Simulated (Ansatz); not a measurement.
Z-matrix (Å, degrees):
```
Si
H 1 1.4589
H 1 1.4613 2 118.64
H 1 1.4613 2 118.63 3 -153.81
F 1 1.8873 2 95.54 4 -103.07
H 5 0.9478 1 128.16 2 179.22
```
Charge +2, spin multiplicity 2.

Method: Ansatz (an electronic-structure program) with frozen-core CCSD(T)/cc-pVTZ // CAM-B3LYP-D3(BJ)/def2-TZVP. The geometry is that of the parent before the electron was removed.

| Quantity | Value |
|---|---|
| HF energy | -389.77275 Ha |
| MP2 correlation energy | -0.35518 Ha |

Task: Estimate the CCSD correlation energy, the (T) correction, the total energy and the T1 diagnostic.

Result: 
```json
{
 "CCSD correlation energy": "-0.37958 Ha",
 "(T) correction": "-0.01029 Ha",
 "CCSD(T) total energy": "-390.16262 Ha",
 "T1 diagnostic": "0.020"
}
```
